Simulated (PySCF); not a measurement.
**Electric field gradients and quadrupole coupling constants**

Species: C3H8ClNSi2.
Geometry (GFN2-xTB, Å), atoms numbered from 1 in this order:
```xyz
15
C3H8ClNSi2 angstrom
N      2.807    0.322   -0.684
C      1.721    0.168   -1.008
C      0.351   -0.022   -1.400
C     -0.585   -0.115   -0.181
Si    -0.174   -1.646    0.888
Si    -0.605    1.514    0.813
Cl    -1.093    3.008   -0.456
H      0.295   -0.939   -1.997
H      0.065    0.818   -2.043
H     -1.595   -0.265   -0.581
H      1.116   -1.467    1.544
H     -0.135   -2.810   -0.003
H     -1.244   -1.806    1.871
H      0.708    1.809    1.371
H     -1.636    1.440    1.844
```

Field gradients from the PBE0/pcSseg-1 density (PySCF, non-relativistic), principal values in atomic units, ordered |Vxx| ≤ |Vyy| ≤ |Vzz|:

```
atom      Vxx      Vyy      Vzz
  N1   0.4728   0.5028  -0.9756
 Cl7  -0.9606  -1.1146   2.0753
```

Question: Find the asymmetry η = (Vxx − Vyy)/Vzz and the couplings χ = eQV/h (234.96 MHz × Q in barn × V in au), with Q(14N) = 0.02044 b, Q(35Cl) = −0.0817 b.

Answer: 
| atom | environment | nucleus | η | χzz (MHz) | χxx (MHz) | χyy (MHz) |
| --- | --- | --- | --- | --- | --- | --- |
| N1 | nitrile nitrogen | 14N | 0.03 | -4.685 | 2.271 | 2.415 |
| Cl7 | silicon-bound chlorine | 35Cl | 0.07 | -39.84 | 18.44 | 21.40 |

The gradient is axial or nearly so (η below 0.05) at N1. The tensor is traceless: Vxx + Vyy + Vzz = 0.

Question: What is Vzz at Cl7 in SI units (1 au = 9.71736 × 10²¹ V/m²)?

Answer: 2.0753 au = 20.166 × 10²¹ V/m².

Question: What couplings would deuterons (Q(2H) = 0.00286 b) have in place of the hydrogens, at this geometry?

Answer: 
```tsv
atom	bonded to	bond length (Å)	Vzz (au)	η	χzz (kHz)
H8	C3	1.095	0.2928	0.03	197
H9	C3	1.096	0.2887	0.03	194
H10	C4	1.096	0.3032	0.05	204
H11	Si5	1.459	0.1640	0.02	110
H12	Si5	1.466	0.1602	0.03	108
H13	Si5	1.462	0.1632	0.02	110
H14	Si6	1.457	0.1622	0.03	109
H15	Si6	1.459	0.1618	0.03	109
```

The structure is a single GFN2-xTB conformer in the gas phase; no vibrational or solvent corrections. GFN2-xTB bond lengths can be off by several hundredths of an ångström, more for odd bonds, and the gradients follow them. These gradients aren't converged with respect to the basis.

These values come from a run that also computed NMR shieldings. Hardware: Arm Neoverse N1, one thread, shared host. Cost: 63 s wall (grids of density and orbitals included), 0.83 GiB resident at most.
